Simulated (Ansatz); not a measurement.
Start from `CS[SiH](O)O` and change one atom or group to get `CC[SiH](O)O`.

Ansatz, PBE0-D4/def2-TZVP geometries, multiplicity 1. Each molecule was computed in one conformer, which needn't be the lowest.

| property | `CS[SiH](O)O` |
| --- | --- |
| size of the dipole moment (ωB97M-V/def2-TZVPP) / D | 1.17 |
| LUMO energy (PBE0/def2-TZVPP) / eV | 0.19 |
| HOMO energy (B3LYP/def2-TZVPP) / eV | -6.82 |
| size of the dipole moment (B3LYP/def2-TZVPP) / D | 1.18 |
| HOMO–LUMO gap (PBE0/def2-TZVPP) / eV | 7.25 |
| HOMO–LUMO gap (B3LYP/def2-TZVPP) / eV | 6.74 |

Question: What does the change do to each property? (Estimate.)

Answer: The calculation gave: 
```tsv
property	`CC[SiH](O)O`	shift
size of the dipole moment (ωB97M-V/def2-TZVPP) / D	0.94	-0.23
LUMO energy (PBE0/def2-TZVPP) / eV	0.74	0.55
HOMO energy (B3LYP/def2-TZVPP) / eV	-7.93	-1.11
size of the dipole moment (B3LYP/def2-TZVPP) / D	0.90	-0.28
HOMO–LUMO gap (PBE0/def2-TZVPP) / eV	8.86	1.61
HOMO–LUMO gap (B3LYP/def2-TZVPP) / eV	8.31	1.57
```

With PBE0 the HOMO falls by 1.06 eV and the LUMO rises by 0.55 eV, so the gap widens by about 1.61 eV. PBE moves the HOMO by -0.92 eV and ωB97M-V by -1.12 eV. Dipoles are sizes alone; their direction can turn.

B3LYP here is the variant with VWN-RPA as its local correlation; programs differ in this.
